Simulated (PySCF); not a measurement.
A structure optimised at B3LYP-D3(BJ)/def2-SVP, used in a PySCF frequency run:

```xyz
13

F      0.0924     2.3449     0.0000
B      0.0134     1.0121     0.0000
C     -1.3832     0.2882     0.0000
C     -1.2249    -1.2083     0.0000
C     -0.0267    -1.8022     0.0000
C      1.2829    -1.0682     0.0000
O      1.1846     0.3472     0.0000
H     -1.9757     0.6258     0.8722
H     -1.9757     0.6258    -0.8722
H     -2.1270    -1.8300     0.0000
H      0.0533    -2.8945     0.0000
H      1.8807    -1.3632     0.8824
H      1.8807    -1.3632    -0.8824
```
Charge 0, spin multiplicity 1.

Question: Write its SMILES, formula and point group.

Answer: FB1CC=CCO1, C4H6BFO, Cs

Question: What are its rotational constants (standard atomic weights)?

Answer: 4.7742, 2.4360, 1.6456 GHz
